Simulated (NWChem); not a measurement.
Molecule: BeGeNH5; SMILES [NH2][Be][GeH3]

Program: NWChem. Structure relaxed at the PBE0/def2-SVP level. Gas phase, vertical. One conformer.

PBE/def2-SVPD, TDA puts singlet state 3 at 5.70 eV with oscillator strength 0.084.

Task: Give the wavelength, the transition dipole and the radiative lifetime of that state in vacuum.

Result: 
1. λ = 1239.84/5.70 = 218 nm, or 45970 cm⁻¹.
2. f = (2/3) ΔE μ² in atomic units, so μ = √(1.5 f/ΔE) = 0.78 a.u. = 1.97 D.
3. τ = 1.499 s cm⁻² / (f ν²) = 8.4 ns, for a non-degenerate state that emits at the vertical energy; a higher state like this one mostly decays faster by other paths.
